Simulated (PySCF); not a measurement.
Correlation energy of C⁻ (carbon, charge -1)

[He] 2s2 2p3, high-spin 4S determinant. Calculation: PySCF 2.14, in def2-TZVPPD (6s3p3d1f, 37 functions); the non-relativistic Hamiltonian (point nucleus). Frozen: 1s2; 5 electrons correlated.

MP2 pair energies summed by pair of shells (mhartree):

| pair | energy | share (%) |
| --- | --- | --- |
| 2s-2p | -58.30 | 62.8 |
| 2p-2p | -22.55 | 24.3 |
| 2s-2s | -11.96 | 12.9 |

Total MP2 correlation energy: -92.81 mhartree.

Same-spin part -29.37 and opposite-spin part -63.44 mhartree; SCS-MP2 scales them by 1/3 and 6/5 to -85.92 mhartree.
